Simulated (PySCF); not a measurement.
Species: C6H8S.
Bonds: C1–C2 (double), C2–S3, S3–C4, C4–C5, C5–C6 (triple), C6–C7. Hydrogens: H8, H9 on C1; H10 on C2; H11, H12 on C4; H13, H14, H15 on C7.

All values: B3LYP/def2-SVPD (PySCF, non-relativistic), on one gas-phase PBE0-D3(BJ)/def2-SVP geometry that isn't relaxed in the solvent. The solvent is an IEF-PCM continuum (van der Waals radii × 1.2), and excitations are vertical TDDFT with non-equilibrium linear response and a frozen core. The model holds no explicit solvent molecules, cavitation or dispersion.

Gas-phase singlets (H = HOMO, L = LUMO):

| state | E (eV) | λ (nm) | f | leading configurations |
| --- | --- | --- | --- | --- |
| S1 | 4.864 | 255 | 0.018 | H→L+1 49%, H→L 46% |
| S2 | 5.308 | 234 | 0.153 | H→L+1 48%, H→L 44% |
| S3 | 5.604 | 221 | 0.014 | H→L+2 59%, H→L+3 34% |
| S4 | 5.758 | 215 | 0.013 | H→L+3 59%, H→L+2 30% |
| S5 | 5.920 | 209 | 0.002 | H-2→L+1 40%, H-2→L 27%, H-1→L+1 12% |

Problem. Give the list for chloroform (ε = 4.711), n² = 2.09.

Solution. 
```
state  E (eV)  λ (nm)      f               leading configurations  change by rank (eV)
   S1   4.929     252  0.042                   H→L 51%, H→L+1 44%               +0.065
   S2   5.275     235  0.201                   H→L+1 53%, H→L 42%               -0.033
   S3   5.711     217  0.014                 H→L+2 66%, H→L+3 28%               +0.107
   S4   5.898     210  0.002  H-2→L+1 33%, H-2→L 23%, H-1→L+1 19%               +0.140
   S5   5.912     210  0.013                 H→L+3 66%, H→L+2 25%               -0.008
```

Problem. What are the lowest 5 singlets in dichloromethane (ε = 8.93)?

Solution. 
| state | E (eV) | λ (nm) | f | leading configurations | change by rank (eV) |
| --- | --- | --- | --- | --- | --- |
| S1 | 4.947 | 251 | 0.042 | H→L 51%, H→L+1 45% | +0.083 |
| S2 | 5.288 | 234 | 0.198 | H→L+1 52%, H→L 43% | -0.020 |
| S3 | 5.736 | 216 | 0.014 | H→L+2 68%, H→L+3 26% | +0.132 |
| S4 | 5.895 | 210 | 0.002 | H-2→L+1 29%, H-1→L+1 22%, H-2→L 21% | +0.137 |
| S5 | 5.940 | 209 | 0.013 | H→L+3 68%, H→L+2 23% | +0.020 |

Problem. How do the frontier levels move from gas to dichloromethane?

Solution. 
```json
{"orbital": "LUMO+2", "gas (eV)": "0.30", "solvent (eV)": "0.41", "change (eV)": "+0.11"}
{"orbital": "LUMO+1", "gas (eV)": "0.01", "solvent (eV)": "-0.01", "change (eV)": "-0.02"}
{"orbital": "LUMO", "gas (eV)": "-0.33", "solvent (eV)": "-0.39", "change (eV)": "-0.06"}
{"orbital": "HOMO", "gas (eV)": "-6.05", "solvent (eV)": "-6.18", "change (eV)": "-0.13"}
{"orbital": "HOMO-1", "gas (eV)": "-7.26", "solvent (eV)": "-7.26", "change (eV)": "0.00"}
{"orbital": "HOMO-2", "gas (eV)": "-7.32", "solvent (eV)": "-7.28", "change (eV)": "+0.04"}
{"orbital": "HOMO-3", "gas (eV)": "-8.62", "solvent (eV)": "-8.72", "change (eV)": "-0.10"}
```

The HOMO–LUMO gap goes from 5.72 to 5.79 eV.

Shape of the structure used: `[CH2:1]=[CH:2][S:3][CH2:4][C:5]#[C:6][CH3:7]`: C1–C2–S3–C4 157°, C2–S3–C4–C5 59°.
